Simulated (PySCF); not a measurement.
Isomers of C2H5NO. Gas-phase values, no solvent. One relaxed conformer stands for each flexible species; it need not be the lowest. Strings in code marks are SMILES.

The numbers are results of B3LYP-D3(BJ)/def2-TZVP (PySCF 2.14.0), not measurements. All candidates: neutral, multiplicity 1. B3LYP has the VWN-RPA correlation part, as in Gaussian. 

```
Item              Value
-------------  --------
HOMO–LUMO gap   6.41 eV
HOMO           -5.97 eV
```

Say which member has these values.
A) `CNC=O` (C–N–C–O torsion 0°)
B) `C=NCO` (C–N–C–O torsion -130°, N–C–O–H torsion -47°)
C) `C=C(N)O`
D) `C1NCO1`

C, `C=C(N)O`. The others give `C1NCO1`: 7.20 eV, -6.55 eV; `CNC=O` (C–N–C–O torsion 0°): 7.63 eV, -7.23 eV; `C=NCO` (C–N–C–O torsion -130°, N–C–O–H torsion -47°): 6.59 eV, -7.52 eV
